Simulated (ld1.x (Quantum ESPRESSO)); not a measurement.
## gold, TM: configuration errors across variants

gold, norm-conserving Troullier–Martins (Kleinman–Bylander form), made with ld1.x (Quantum ESPRESSO) 7.5 (LDA (PZ), scalar-relativistic). Core [Kr] 4d10 4f14, reference 5s2 5p6 5d9.5 6s0 6p0 (charge +1.5). Waves: 5s (bound): rc 1.30 bohr; 5p (bound): rc 1.25 bohr; 5d (bound): rc 1.70 bohr. Local part: all-electron potential smoothed inside 1.10 bohr (lloc = -1). Core correction: Bessel-smoothed model core inside 0.90 bohr.

All-electron excitation energies from the reference (eV): (1) 5s2 5p6 5d10 6s0 6p0 -9.249; (2) 5s2 5p6 5d9 6s0 6p0 12.252; (3) 5s2 5p6 5d7 6s0 6p0 94.417; (4) 5s2 5p6 5d9.5 6s0 6p0 spin -0.034.

Spin tests fill each open shell by Hund’s rule, majority spin first.

Tests that are not counted but printed errors over 1 eV. “base”: 5s2 5p6 5d9 6s2 6p0 (solver errors, printed error -15.8 eV); 5s2 5p6 5d9 6s1 6p1 (solver errors, printed error -9.9 eV); 3 more. “all radii but the core radius scaled by about 0.75 (s 0.98, p 0.94, d 1.28 bohr); local potential all-electron potential smoothed inside 0.84 bohr (lloc = -1)”: 5s2 5p6 5d9 6s2 6p0 (solver errors, printed error -2984 eV); 5s2 5p6 5d9 6s1 6p1 (solver errors, printed error -13.0 eV); 3 more. “all radii but the core radius scaled by about 0.83 (s 1.08, p 1.04, d 1.40 bohr); local potential all-electron potential smoothed inside 0.90 bohr (lloc = -1)”: 5s2 5p6 5d9 6s2 6p0 (solver errors, printed error -2983 eV); 5s2 5p6 5d9 6s1 6p1 (solver errors, printed error -9.8 eV); 3 more. “all radii but the core radius scaled by about 1.05 (s 1.36, p 1.32, d 1.78 bohr); local potential all-electron potential smoothed inside 1.16 bohr (lloc = -1)”: 5s2 5p6 5d9 6s2 6p0 (solver errors, printed error -15.8 eV); 5s2 5p6 5d9 6s1 6p1 (solver errors, printed error -9.9 eV); 3 more.

A true bound ghost makes a file unfit for plane-wave use even where its test errors are small: the radial tests pick states by their node count and pass the ghost by. Where a test does run into it, the solver fails or the error is huge.

Errors AE − PS in meV (a dash: test not solved or not reliable):

| change | (1) | (2) | (3) | (4) | bound ghosts |
| --- | --- | --- | --- | --- | --- |
| base | +1.6 | -1.7 | -10 | +0.4 | s |
| all radii but the core radius scaled by about 0.75 (s 0.98, p 0.94, d 1.28 bohr); local potential all-electron potential smoothed inside 0.84 bohr (lloc = -1) | +1.6 | -1.3 | +2.7 | +0.6 | s, p |
| all radii but the core radius scaled by about 0.83 (s 1.08, p 1.04, d 1.40 bohr); local potential all-electron potential smoothed inside 0.90 bohr (lloc = -1) | +1.6 | -1.5 | -5.4 | +0.5 | s |
| all radii but the core radius scaled by about 1.05 (s 1.36, p 1.32, d 1.78 bohr); local potential all-electron potential smoothed inside 1.16 bohr (lloc = -1) | +1.6 | -1.7 | -12 | +0.4 | s |
| all radii but the core radius scaled by about 1.17 (s 1.52, p 1.46, d 1.98 bohr); local potential all-electron potential smoothed inside 1.28 bohr (lloc = -1) | +1.4 | -1.8 | -12 | +0.7 | none |
| all radii but the core radius scaled by about 1.22 (s 1.58, p 1.52, d 2.08 bohr); local potential all-electron potential smoothed inside 1.34 bohr (lloc = -1) | +1.3 | -1.8 | -8.4 | +0.8 | none |
| all radii but the core radius scaled by about 1.29 (s 1.68, p 1.62, d 2.20 bohr); local potential all-electron potential smoothed inside 1.42 bohr (lloc = -1) | +1.2 | -1.9 | -5.3 | +1.0 | none |
| all radii but the core radius scaled by about 1.40 (s 1.82, p 1.76, d 2.38 bohr); local potential all-electron potential smoothed inside 1.54 bohr (lloc = -1) | +0.6 | -2.6 | -21 | +1.4 | none |

Give the same row for: all radii but the core radius scaled by about 0.91 (s 1.18, p 1.14, d 1.54 bohr); local potential all-electron potential smoothed inside 1.00 bohr (lloc = -1).

+1.6, -1.7, -9.5, +0.4; bound ghosts: s. Not counted: 5s2 5p6 5d9 6s2 6p0 (solver errors, printed error -3534 eV); 5s2 5p6 5d9 6s1 6p1 (solver errors, printed error -9.9 eV); 3 more.
